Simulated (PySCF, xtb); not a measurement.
boron oxyfluoride anion (BFO), SMILES O=BF (connectivity only; charge and spin as stated), charge -1, multiplicity 2.

Harmonic wavenumbers (cm⁻¹) from xtb with GFN2-xTB at its own minimum, in rising order: 201, 489, 1631.

**Question.** What does PySCF 2.14.0 with PBE0-D3(BJ)/def2-TZVPD give at its own minimum? (Estimate from the structure and the level; the computed values follow.)

**Answer.** 481, 862, 1679. Paired by order, the mean absolute difference is 234 cm⁻¹ and the zero-point energies are 3.3 and 4.3 kcal/mol.
